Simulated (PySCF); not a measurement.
# C₆ coefficients of unlike pairs at PBE

Calculated with PySCF 2.14 from the dipole response of each species, C₆(A,B) = (3/π) ∫ α_A(iu) α_B(iu) du, in atomic units, from isotropic polarisabilities. For ions this is the dispersion term alone; charge-induced terms of lower order in 1/R come first.

```json
{"species": "Li⁺", "configuration": "1s2 (1S)", "basis": "aug-cc-pVTZ (5s4p3d2f)", "relativity": "none", "α (bohr³)": "0.1417", "C₆ (like pair)": "0.03316"}
{"species": "Si²⁺", "configuration": "[Ne] 3s2 (1S)", "basis": "aug-cc-pVQZ-DK (7s6p4d3f2g)", "relativity": "spin-free X2C", "α (bohr³)": "11.55", "C₆ (like pair)": "39.30"}
{"species": "Cl³⁺", "configuration": "[Ne] 3s2 3p2 (3P)", "basis": "dyall-acv3z (19s12p6d4f)", "relativity": "none", "α (bohr³)": "4.359", "C₆ (like pair)": "11.81"}
{"species": "As", "configuration": "[Ar] 3d10 4s2 4p3 (4S)", "basis": "aug-cc-pVDZ-DK (6s5p3d)", "relativity": "spin-free X2C", "α (bohr³)": "31.09", "C₆ (like pair)": "263.9"}
```

Question: Estimate C₆ for Cl³⁺ with Si²⁺.

Answer: The integral gives 20.16. The combination rule 2 C_A C_B / (C_A α_B/α_A + C_B α_A/α_B) gives 20.12 and the geometric mean 21.54.

No spin-orbit coupling is included.

The other pairs:

| pair | C₆ |
| --- | --- |
| As, Cl³⁺ | 51.91 |
| As, Si²⁺ | 101.8 |
| Cl³⁺, Li⁺ | 0.5683 |
| Si²⁺, Li⁺ | 0.8397 |
| As, Li⁺ | 2.141 |
